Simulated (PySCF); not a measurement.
PySCF job for BHClBr, SMILES ClBBr, TDDFT-ωB97X/def2-SVPD. Geometry optimised at PBE-D3(BJ)/def2-TZVP.

```python
import numpy as np
from pyscf import gto, scf, dft, tdscf

mol = gto.M(
    atom='''
    B    -0.76049749    0.60555946    0.00000000
    H    -1.95164308    0.66622651    0.00000000
    Cl    0.18499963    2.06542525    0.00000000
    Br    0.07454677   -1.10875009    0.00000000
    ''',
    basis='def2-SVPD',
    charge=0,
    spin=0,
    symmetry=True,
    max_memory=1600,
    verbose=4,
)
mf = dft.RKS(mol, xc='wb97x').density_fit(auxbasis='def2-universal-jkfit')
mf.grids.level = 3
mf.conv_tol = 1e-9
mf.max_cycle = 100
mf.kernel()
mf.grids = dft.Grids(mol).set(level=1).build(with_non0tab=True)  # coarser grid for the response kernel
td = tdscf.TDDFT(mf)
td.singlet = True
td.nstates = 10
td.conv_tol = 1e-4
td.kernel(x0=td.get_init_guess(mf, 15))
td.analyze()
tt = tdscf.TDA(mf)
tt.singlet = False
tt.nstates = 4
tt.conv_tol = 1e-4
tt.kernel(x0=tt.get_init_guess(mf, 9))
tt.analyze(verbose=3)
```

Log of the run:

```
PySCF version 2.14.0

[INPUT] verbose = 4
[INPUT] num. atoms = 4
[INPUT] num. electrons = 58
[INPUT] charge = 0
[INPUT] spin (= nelec alpha-beta = 2S) = 0
[INPUT] symmetry True subgroup None
[INPUT] Mole.unit = angstrom
[INPUT] Symbol           X                Y                Z      unit          X                Y                Z       unit  Magmom
[INPUT]  1 B     -0.760497490000   0.605559460000   0.000000000000 AA   -1.437131974519   1.144341531540   0.000000000000 Bohr   0.0
[INPUT]  2 H     -1.951643080000   0.666226510000   0.000000000000 AA   -3.688070914103   1.258985640825   0.000000000000 Bohr   0.0
[INPUT]  3 Cl     0.184999630000   2.065425250000   0.000000000000 AA    0.349598633846   3.903088053261   0.000000000000 Bohr   0.0
[INPUT]  4 Br     0.074546770000  -1.108750090000   0.000000000000 AA    0.140872978771  -2.095234010687   0.000000000000 Bohr   0.0

nuclear repulsion = 186.176256557217
point group symmetry = Cs
symmetry origin: [ 4.23559303e-09 -2.93233343e-09  0.00000000e+00]
symmetry axis x: [1.00000000e+00 1.20005964e-10 0.00000000e+00]
symmetry axis y: [-1.20005964e-10  1.00000000e+00  0.00000000e+00]
symmetry axis z: [0. 0. 1.]
num. orbitals of irrep A' = 67
num. orbitals of irrep A" = 29
number of shells = 38
number of NR pGTOs = 168
number of NR cGTOs = 96
basis = def2-SVPD
ecp = {}


******** <class 'pyscf.df.df_jk.DFSymAdaptedRKS'> ********
method = DFSymAdaptedRKS
initial guess = minao
damping factor = 0
level_shift factor = 0
DIIS = <class 'pyscf.scf.diis.CDIIS'>
diis_start_cycle = 1
diis_space = 8
diis_damp = 0
SCF conv_tol = 1e-09
SCF conv_tol_grad = None
SCF max_cycles = 100
direct_scf = False
XC library pyscf.dft.libxc version 7.1.2
    S. Lehtola, C. Steigemann, M. J. T. Oliveira, and M. A. L. Marques,  SoftwareX 7, 1–5 (2018)
XC functionals = wb97x
    J.-D. Chai and M. Head-Gordon,  J. Chem. Phys. 128, 084106 (2008)
radial grids:
    Treutler-Ahlrichs [JCP 102, 346 (1995); DOI:10.1063/1.469408] (M4) radial grids

becke partition: Becke, JCP 88, 2547 (1988); DOI:10.1063/1.454033
pruning grids: <function nwchem_prune>
grids dens level: 3
symmetrized grids: True
atomic radii adjust function: <function treutler_atomic_radii_adjust>
small_rho_cutoff = 0
Freeze 0 electrons in irreps []
    58 free electrons in irreps A' A"
Set gradient conv threshold to 3.16228e-05
Initial guess from minao.
tot grids = 63160
******** <class 'pyscf.df.df.DF'> ********
auxbasis = def2-universal-jkfit
Create RSH-DF object <pyscf.df.df.DF object> for omega=0.3
******** <class 'pyscf.df.df.DF'> ********
auxbasis = auxmol.basis = def2-universal-jkfit
init E= -3058.58638287679
HOMO (A') = -0.367296759749015  LUMO (A") = -0.037414293084669  gap/eV = 8.97656
cycle= 1 E= -3059.38299218251  delta_E= -0.797  |g|= 0.355  |ddm|= 2.14
HOMO (A') = -0.408850742003268  LUMO (A") = -0.0495440705585946  gap/eV = 9.77723
cycle= 2 E= -3059.40378666649  delta_E= -0.0208  |g|= 0.29  |ddm|= 0.735
HOMO (A') = -0.407094938840742  LUMO (A") = 0.00610298655374342  gap/eV = 11.24369
cycle= 3 E= -3059.42819516936  delta_E= -0.0244  |g|= 0.028  |ddm|= 0.36
HOMO (A') = -0.406311850618377  LUMO (A") = 0.00842119902707639  gap/eV = 11.28546
cycle= 4 E= -3059.42849099479  delta_E= -0.000296  |g|= 0.0132  |ddm|= 0.0541
HOMO (A') = -0.406891062908033  LUMO (A") = 0.00908850571603503  gap/eV = 11.31938
cycle= 5 E= -3059.42853461181  delta_E= -4.36e-05  |g|= 0.00206  |ddm|= 0.0235
HOMO (A') = -0.406574526957007  LUMO (A") = 0.0088313850534969  gap/eV = 11.30377
cycle= 6 E= -3059.42853692644  delta_E= -2.31e-06  |g|= 0.000585  |ddm|= 0.00508
HOMO (A') = -0.406730835777009  LUMO (A") = 0.00884829642100371  gap/eV = 11.30848
cycle= 7 E= -3059.42853710114  delta_E= -1.75e-07  |g|= 0.000173  |ddm|= 0.0014
HOMO (A') = -0.406711557104555  LUMO (A") = 0.00885087420227659  gap/eV = 11.30803
cycle= 8 E= -3059.42853711758  delta_E= -1.64e-08  |g|= 3.71e-05  |ddm|= 0.000417
HOMO (A') = -0.406706660470662  LUMO (A") = 0.00885772589581624  gap/eV = 11.30808
cycle= 9 E= -3059.42853711859  delta_E= -1.01e-09  |g|= 1.02e-05  |ddm|= 0.000115
HOMO (A') = -0.406709152831629  LUMO (A") = 0.00885572655968536  gap/eV = 11.30810
cycle= 10 E= -3059.42853711869  delta_E= -9.69e-11  |g|= 2.99e-06  |ddm|= 2.96e-05
HOMO (A') = -0.406708399955283  LUMO (A") = 0.00885600928265351  gap/eV = 11.30808
Extra cycle  E= -3059.42853711869  delta_E= -2.27e-12  |g|= 1.41e-06  |ddm|= 7.23e-06
converged SCF energy = -3059.42853711869
tot grids = 21304


******** <class 'pyscf.tdscf.rks.TDDFT'> for <class 'pyscf.df.df_jk.DFSymAdaptedRKS'> ********
nstates = 10 singlet
deg_eia_thresh = 1.000e-03
wfnsym = None
conv_tol = 0.0001
eigh lindep = 1e-12
eigh level_shift = 0
eigh max_cycle = 100


Excitation energies (eV)
[5.50996757 5.87235344 6.5552346  8.00090505 8.15709072 8.37015178
 8.54948531 8.62716031 8.6948329  9.1096581 ]

** Singlet excitation energies and oscillator strengths **
Excited State   1:   A"      5.50997 eV    225.02 nm  f=0.0002
      27 -> 30       -0.13727
      29 -> 30       -0.68911
Excited State   2:   A"      5.87235 eV    211.13 nm  f=0.0002
      27 -> 30        0.68816
      29 -> 30       -0.13917
Excited State   3:   A'      6.55523 eV    189.14 nm  f=0.1466
      28 -> 30        0.68943
Excited State   4:   A'      8.00091 eV    154.96 nm  f=0.0079
      26 -> 30        0.56279
      29 -> 31       -0.26936
      29 -> 32       -0.23694
      29 -> 35        0.10094
Excited State   5:   A'      8.15709 eV    152.00 nm  f=0.0960
      26 -> 30       -0.39469
      29 -> 31       -0.35826
      29 -> 32       -0.36149
      29 -> 35        0.14515
      29 -> 37        0.13806
      29 -> 42        0.10306
Excited State   6:   A"      8.37015 eV    148.13 nm  f=0.0002
      24 -> 30       -0.11238
      25 -> 30        0.67403
      28 -> 32       -0.10039
Excited State   7:   A"      8.54949 eV    145.02 nm  f=0.0221
      25 -> 30       -0.14120
      28 -> 31       -0.44987
      28 -> 32       -0.36790
      28 -> 35        0.19693
      28 -> 36        0.10818
      28 -> 37        0.21406
Excited State   8:   A'      8.62716 eV    143.71 nm  f=0.0517
      29 -> 31        0.46321
      29 -> 32       -0.30668
      29 -> 33       -0.12640
      29 -> 35        0.30803
      29 -> 36       -0.15540
      29 -> 41       -0.17684
Excited State   9:   A"      8.69483 eV    142.60 nm  f=0.0035
      24 -> 30        0.68645
Excited State  10:   A"      9.10966 eV    136.10 nm  f=0.0466
      28 -> 31        0.46782
      28 -> 32       -0.32767
      28 -> 35        0.29514
      28 -> 36       -0.13060
      28 -> 41       -0.17228

** Transition electric dipole moments (AU) **
state          X           Y           Z        Dip. S.      Osc.
  1        -0.0000     -0.0000      0.0408      0.0017      0.0002
  2         0.0000      0.0000     -0.0350      0.0012      0.0002
  3         0.1496     -0.9438      0.0000      0.9131      0.1466
  4         0.1588      0.1236      0.0000      0.0405      0.0079
  5        -0.5565     -0.4129      0.0000      0.4802      0.0960
  6        -0.0000     -0.0000     -0.0278      0.0008      0.0002
  7         0.0000      0.0000     -0.3252      0.1057      0.0221
  8         0.3510      0.3485      0.0000      0.2446      0.0517
  9         0.0000      0.0000     -0.1274      0.0162      0.0035
 10         0.0000      0.0000      0.4571      0.2089      0.0466

** Transition velocity dipole moments (imaginary part, AU) **
state          X           Y           Z        Dip. S.      Osc.
  1        -0.0000      0.0000      0.0076      0.0001      0.0002
  2         0.0000     -0.0000     -0.0077      0.0001      0.0002
  3         0.0348     -0.2274     -0.0000      0.0529      0.1464
  4         0.0426      0.0354     -0.0000      0.0031      0.0070
  5        -0.1710     -0.1274     -0.0000      0.0455      0.1011
  6        -0.0000      0.0000     -0.0101      0.0001      0.0002
  7        -0.0000      0.0000     -0.1089      0.0119      0.0252
  8         0.1064      0.1109     -0.0000      0.0236      0.0497
  9         0.0000     -0.0000     -0.0387      0.0015      0.0031
 10        -0.0000      0.0000      0.1463      0.0214      0.0426

** Transition magnetic dipole moments (imaginary part, AU) **
state          X           Y           Z
  1         0.1193     -0.8842      0.0000
  2         0.6151      0.8215     -0.0000
  3         0.0000     -0.0000     -0.4015
  4        -0.0000      0.0000      0.3109
  5        -0.0000      0.0000     -0.1728
  6        -1.1846     -0.1892      0.0000
  7         0.0022      0.0752      0.0000
  8        -0.0000      0.0000     -0.8800
  9        -0.6212      0.9280     -0.0000
 10         1.1805      0.0237      0.0000


******** <class 'pyscf.tdscf.rks.TDA'> for <class 'pyscf.df.df_jk.DFSymAdaptedRKS'> ********
nstates = 4 triplet
deg_eia_thresh = 1.000e-03
wfnsym = None
conv_tol = 0.0001
eigh lindep = 1e-12
eigh level_shift = 0
eigh max_cycle = 100


Excitation energies (eV)
[5.26152583 5.61198016 5.63314454 6.78982295]

** Triplet excitation energies and oscillator strengths **
Excited State   1:   A"      5.26153 eV    235.64 nm  f=0.0000
Excited State   2:   A'      5.61198 eV    220.93 nm  f=0.0000
Excited State   3:   A"      5.63314 eV    220.10 nm  f=0.0000
Excited State   4:   A'      6.78982 eV    182.60 nm  f=0.0000
```

Self-consistency was reached.

Cost: about 110 core-seconds (a rough figure).
